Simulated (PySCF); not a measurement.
Computed IR spectrum (relative IR intensity) of a molecule C4H4ClF. Geometry optimised at B3LYP-D3(BJ)/def2-SVP. Other conformers were not sampled. Calculation: PySCF with B3LYP-D3(BJ)/def2-SVP. Frequencies are harmonic and unscaled.

Lines under 2 % of the strongest are left out, and lines within 2 cm⁻¹ are merged.

| ν (cm⁻¹) | relative intensity |
|---|---|
| 283 | 2.6 |
| 392 | 2.4 |
| 513 | 5.9 |
| 622 | 19 |
| 640 | 4.4 |
| 728 | 32 |
| 805 | 16 |
| 922 | 26 |
| 1140 | 16 |
| 1233 | 28 |
| 1284 | 100 |
| 1327 | 16 |
| 1440 | 11 |
| 1483 | 22 |
| 2090 | 6.1 |
| 3086 | 5.3 |
| 3105 | 2.7 |

Question: Pick the molecule that these values belong to.
A) FC=C=CCCl
B) C=C=C(F)CCl
C) C=C(F)C(=C)Cl
D) F[C@@H]1CC=C1Cl

Answer: B, C=C=C(F)CCl
